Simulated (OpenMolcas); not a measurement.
**Br4+: effect of the basis set**

```json
{
 "Program": "OpenMolcas 26.06",
 "Method": "RASSCF",
 "Active space": "3 electrons in 9 orbitals (RAS2 4s 4p; RAS3 4d, at most 2 electrons)",
 "State averaging": "2S+1 = 4 odd, 1 root; 2S+1 = 2 odd, 11 roots; 2S+1 = 4 even, 3 roots; 2S+1 = 2 even, 9 roots",
 "Spin-orbit coupling": "RASSI with atomic mean-field integrals over the reference wave functions, term energies averaged over their components"
}
```

A. ANO-RCC-VTZP [6s5p3d1f], DKH2, point nucleus; cost about 12 core-seconds
B. ANO-R2 [6s5p4d2f1g], X2C, finite nucleus; cost of the order of 18 core-seconds
C. ANO-RCC-VQZP [7s6p4d2f1g], DKH2, point nucleus; cost roughly 25 core-seconds
D. ANO-RCC [9s8p6d4f2g], DKH2, point nucleus; cost of the order of 60 core-seconds

Energies in eV above 4s² 4p ²P°_1/2, the measured ground level; measured values from Moore, Atomic Energy Levels, vol. II, NSRDS-NBS 35 (1971 reprint of NBS Circular 467, 1952).

| Level | A | B | C | D | Measured |
| --- | --- | --- | --- | --- | --- |
| 4s² 4p ²P°_1/2 | 0.0000 | 0.0000 | 0.0000 | 0.0000 | 0.0000 |
| 4s² 4p ²P°_3/2 | 0.6845 | 0.6775 | 0.6640 | 0.6729 | 0.7551 |
| 4s 4p² ⁴P_1/2 | 10.9459 | 10.9412 | 10.9289 | 10.9345 |  |
| 4s 4p² ⁴P_3/2 | 11.2167 | 11.2076 | 11.1898 | 11.1979 |  |
| 4s 4p² ⁴P_5/2 | 11.5944 | 11.5794 | 11.5559 | 11.5665 |  |
| 4s 4p² ²D_3/2 | 15.0299 | 14.9604 | 15.0128 | 15.0081 | 15.2427 |
| 4s 4p² ²D_5/2 | 15.0848 | 15.0161 | 15.0652 | 15.0627 | 15.3279 |
| 4s 4p² ²S_1/2 | 18.7728 | 18.6956 | 18.7768 | 18.7768 |  |
| 4s 4p² ²P_1/2 | 20.0853 | 19.9692 | 20.0729 | 20.0739 | 19.6091 |
| 4s 4p² ²P_3/2 | 20.4487 | 20.3260 | 20.4271 | 20.4321 | 19.9628 |

Deviations, from unrounded energies. A percentage is the sum of absolute deviations over the sum of measured energies, with the sign that they share, or ± where signs differ.

```json
{"Against measurement": "mean absolute deviation (cm-1)", "Levels": "5", "A": "2400", "B": "2300", "C": "2400", "D": "2400"}
{"Against measurement": "fine structure of the ground term (%)", "Levels": "1", "A": "-9.3", "B": "-10.3", "C": "-12.1", "D": "-10.9"}
{"Against measurement": "other configurations (%)", "Levels": "4", "A": "±2.0", "B": "±1.9", "C": "±2.0", "D": "±2.0"}
```

B lies closest to measurement on these levels and D furthest from it. The largest miss of B in the table is 4s 4p² ²P_3/2, by +2900 cm-1. The ranking rests on the paired levels alone, and a cruder setting can come out closer through cancelling errors.

Among A to D the level of the table that moves most is 4s 4p² ²P_3/2, by 990 cm-1 (lowest in B, highest in A).

Active for correlation alone: 4d; no level in the range computed is led by a configuration that fills it, so any true level of that kind is missing. Measured partners are found by configuration, term and J. A level has none where our copy of the source lacks it or the pairing is in doubt (some pairs that miss far off the trend of their configuration count as doubtful), and it then counts in no deviation. Only configurations of the active space appear. Levels that lie high or do not pair safely by name in every column are left out.

° marks odd parity.
